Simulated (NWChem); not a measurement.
Species: CF3 cation

```xyz
4

F      1.1863    -0.3179     0.0000
C      0.0000     0.0000     0.0000
F     -0.3179     1.1863     0.0000
F     -0.8684    -0.8684     0.0000
```
Atoms are numbered in this order, from 1.

Program: NWChem. Pople sets run with spherical d functions. All runs use the structure optimised with PBE0/def2-SVP. GIAO values for the isolated, static molecule; σ is the absolute isotropic shielding, δ = σ(reference) − σ with the isolated reference molecule computed at the same levels (13C: tetramethylsilane, 19F: trichlorofluoromethane).

Task: What does the run give for Hartree-Fock/6-31G*? Quantities: δ F1 (ppm); δ C2 (ppm).

Result: 
- δ F1 (ppm): 72.2
- δ C2 (ppm): 146.4
